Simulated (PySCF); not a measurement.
C6H5ClO.
Z-matrix (Å and degrees, PBE0-D3(BJ)/def2-SVP geometry), rows numbered from 1:
```
O 
C   1  1.3391
C   2  1.3984  1  119.50
C   3  1.3905  2  120.51  1   179.93
C   4  1.3956  3  120.70  2     0.00
C   5  1.3925  4  119.58  3     0.05
C   6  1.3905  5  119.47  4    -0.03
Cl  7  1.7423  2  117.47  1     0.15
H   1  0.9689  2  108.03  3   179.84
H   3  1.0915  2  117.90  1    -0.09
H   4  1.0922  3  119.30  2   179.98
H   5  1.0915  4  120.61  3  -179.97
H   6  1.0912  5  121.36  4   179.97
```

Method: PySCF 2.14.0, density-fitted response routines, TDDFT CAM-B3LYP/def2-SVPD, vertical, gas phase, core orbitals frozen in the response.

Computed states:

```csv
state,E (eV),f
S1,5.11,0.046
S2,5.90,0.015
S3,6.09,0.0000
S4,6.52,0.0068
S5,6.73,0.498
S6,6.83,0.023
S7,6.84,0.536
S8,7.24,0.0004
S9,7.29,0.0087
S10,7.52,0.0028
```

Broadening: Gaussians 0.3 eV wide at half height, area fixed by f = 4.319×10⁻⁹ ∫ε dν̃. The cross-section is σ = 3.8235×10⁻²¹ ε cm², given in Mb (10⁻¹⁸ cm²). The width is an assumption, not a result. The curve ends short of the highest state used, and states not computed would add to its high-energy end.

Task: Give the broadened spectrum and its maxima.

Result: 
λ (nm), σ (Mb) and a bar:
```
    179.1     212.72 ###################
    182.1     331.21 ##############################
    185.1     269.06 ########################
    188.1     121.81 ###########
    191.1      32.78 ###
    194.1       5.93 #
    197.1       0.93 
    200.1       0.47 
    203.1       1.43 
    206.1       3.41 
    209.1       5.03 
    212.1       4.73 
    215.1       2.95 
    218.1       1.25 
    221.2       0.37 
    224.2       0.14 
    227.2       0.38 
    230.2       1.47 
    233.2       4.16 
    236.2       8.63 #
    239.2      13.40 #
    242.2      15.91 #
    245.2      14.74 #
    248.2      10.83 #
    251.2       6.42 #
    254.2       3.12 
    257.2       1.26 
    260.2       0.43 
    263.2       0.12 
    266.2       0.03
```

Maxima: 243 nm (5.11 eV), ε about 4200, made up of S1 (100%); 210 nm (5.90 eV), ε about 1400, made up of S2 (100%); 183 nm (6.79 eV), ε about 87000, made up of S5 (47%) and S7 (51%) (ε in L mol⁻¹ cm⁻¹; maxima over ε = 5, shares over 10%).

Task: Coming from long wavelengths, where does ε first pass 100 L mol⁻¹ cm⁻¹?

Result: At about 260 nm (4.76 eV), 0.35 eV below S1.

Task: What would ε be at 6.79 eV, the highest of these maxima, with half the width (0.15 eV)?

Result: About 136000 L mol⁻¹ cm⁻¹ against 87400, a factor of about 1.6; a lone state at its own centre would give exactly 2.

Task: On this curve, what absorbance would a 10⁻⁴ mol/L sample give at 193 nm over a 1 cm path?

Result: 193 nm is 6.424 eV, where ε is about 3000 L mol⁻¹ cm⁻¹, so A = ε c l ≈ 0.3 (Beer–Lambert, with the gas-phase spectrum and the assumed width).

All these states lie below the vertical ionisation energy of 8.72 eV (ΔSCF).

One conformer stands for the species.
